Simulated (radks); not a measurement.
Results of a calculation; reference values are marked as such.
Effect of the nuclear size on neutral gadolinium, [Xe] 4f7 5d1 6s2. Code: a radial shooting solver on a logarithmic mesh with Libxc functionals. Model: Dirac Kohn-Sham, BLYP, spin-unpolarised, spherical densities, finite nucleus; open shells fill j = l - 1/2 first; Fermi nuclear charge, rms radius 5.1569 fm. The rms radius is varied about that value; shifts are against it.

| rms radius (fm) | total energy shift (eV) | density at nucleus (e/bohr^3) | 1s1/2 shift (meV) | 2s1/2 shift (meV) | 5s1/2 shift (meV) | 5p1/2 shift (meV) | 6s1/2 shift (meV) | 5d3/2 shift (meV) | 6p1/2 (empty) shift (meV) |
|---|---|---|---|---|---|---|---|---|---|
| 4.6257 | -4.11 | 6.464e+05 | -1690 | -218 | -1.68 | 0.208 | -0.095 | 0.139 | 0.053 |
| 4.7753 | -2.99 | 6.412e+05 | -1230 | -158 | -1.22 | 0.151 | -0.069 | 0.101 | 0.038 |
| 5.1569 | 0 | 6.287e+05 | 0.000 | 0.000 | 0.000 | 0.000 | 0.000 | 0.000 | 0.000 |
| 5.6313 | 3.95 | 6.148e+05 | 1630 | 210 | 1.62 | -0.200 | 0.091 | -0.134 | -0.051 |
| 6.2347 | 9.34 | 5.99e+05 | 3850 | 496 | 3.82 | -0.472 | 0.216 | -0.317 | -0.120 |

Slopes of the eigenvalues against <r^2> in GHz/fm^2, as finite differences over the two radii next to the reference (eigenvalue slopes, not the field-shift constants of lines): 1s1/2 77600, 2s1/2 9990, 5s1/2 77.0, 5p1/2 -9.52, 6s1/2 4.36, 5d3/2 -6.39, 6p1/2 (empty) -2.42.
